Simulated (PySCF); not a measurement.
# Name the molecule from its bond curve

A diatomic of charge 0 contains In. Its triplet curve at r²SCAN in a double-zeta basis (scalar-relativistic core potentials, PySCF), in eV from the separated fragments:

```
R (Å)  E (eV)
1.929  -1.142
2.019  -1.521
2.108  -1.726
2.176  -1.798
2.243  -1.818
2.310  -1.800
2.400  -1.732
2.512  -1.603
2.647  -1.417
2.826  -1.167
```

The fit gives ωe = 433 cm⁻¹ and the rotational constant Bₑ = 0.2689 cm⁻¹.

Q: Which atom is the partner?

A: The minimum lies at 2.241 Å, so the reduced mass is 16.8576 u Å² cm⁻¹/(Bₑ·Re²) = 12.48 u. With In at 114.90 u the partner weighs about 14.0 u: N. The molecule is InN.

Spin–orbit coupling is left out. The state was picked by a PBE0 search and need not be the measured ground state.
